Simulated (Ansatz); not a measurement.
Ansatz (a quantum-chemistry and plane-wave program) input:

Ansatz 0.2 input:
```yaml
crystal:
  periodic: [false, false, false]
  atoms:
    - {symbol: Ag, position_ang: [-0.00000000, -0.00000000, -0.63988361]}
    - {symbol: C, position_ang: [0.00000000, 0.00000000, 1.51185450]}
    - {symbol: O, position_ang: [0.00000000, 0.00000000, 2.62542533]}
basis:
  gaussian:
    orbitals: def2-TZVP
hamiltonian:
  xc: {name: PBE}
total_charge: 1
relax: {f_tol: 0.003, max_steps: 100}
```

**Question.** What final total energy does it print?

**Answer.** -259.97596 Eh (PBE/def2-TZVP). The basis has 102 functions.
